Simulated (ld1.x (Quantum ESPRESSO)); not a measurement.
What one change does to a pseudopotential (caesium, TM)

* Element: caesium (Cs)
* Generator: ld1.x (Quantum ESPRESSO) 7.5
* Type: norm-conserving Troullier–Martins (Kleinman–Bylander form)
* Functional: Wu–Cohen
* Relativity: scalar-relativistic
* Frozen core: [Xe]
* Valence charge: 1
* Reference configuration: 5d0 6s1 6p0
* Partial waves: 6p (bound, empty): rc 3.90 bohr; 5d (bound, empty): rc 4.20 bohr; 6s (bound): rc 4.15 bohr
* Local potential: the s channel
* Core correction: Bessel-smoothed model core inside 2.60 bohr

All-electron outer shells of the reference configuration (Wu–Cohen, scalar-relativistic, ld1.x):

| shell | level (eV) | outermost node (bohr) | outermost maximum (bohr) |
| --- | --- | --- | --- |
| 5s | -26.82 | 0.82 | 1.54 |
| 5p | -13.57 | 0.89 | 1.79 |
| 6s | -2.04 | 2.11 | 4.92 |
| 6p | -0.71 | 2.61 | 6.55 |
| 5d | -0.35 | 1.06 | 3.30 |

Change: wave 6s (bound): rc 4.15 bohr becomes 6s (bound): rc 5.66 bohr.

Cutoffs: the cutoffs (Ry, on a coarse ladder) from which the occupation-weighted sum of valence levels, in a spherical-Bessel basis at the reference potential, stays within 10 and 1 mRy of its value at 400 Ry; they do not see the model core or the augmentation charge, which bear on the density cutoff. Errors are all-electron minus pseudo energies relative to the spin-unpolarised reference configuration.

**Question.** Predict the effect on cutoff, ghosts and configuration errors.

**Answer.** Both files are so soft that the ladder of cutoffs tells neither apart; both files keep a bound ghost (p); of the 4 tests that both files solve, the error grows in 1 and shrinks in 3 by more than 15 % and 0.3 meV (median size 4.9 → 2.9 meV).

| quantity | base | changed |
| --- | --- | --- |
| cutoff, loose | 6 Ry | 6 Ry |
| cutoff, tight | 6 Ry | 6 Ry |
| bound ghosts | p | p |
| error for 5d0 6s0.5 6p0, meV [ΔE 1.42 eV] | -2.5 | -2.1 |
| error for 5d0 6s0 6p1, meV [ΔE 1.31 eV] | -10 | -19 |
| error for 5d1 6s0 6p0, meV [ΔE 1.63 eV] | -7.2 | -3.6 |
| error for 5d0.5 6s0.5 6p0, meV [ΔE 0.83 eV] | -2.4 | -1.3 |

 A true bound ghost makes a file unfit for plane-wave use even where its test errors are small: the radial tests pick states by their node count and pass the ghost by.
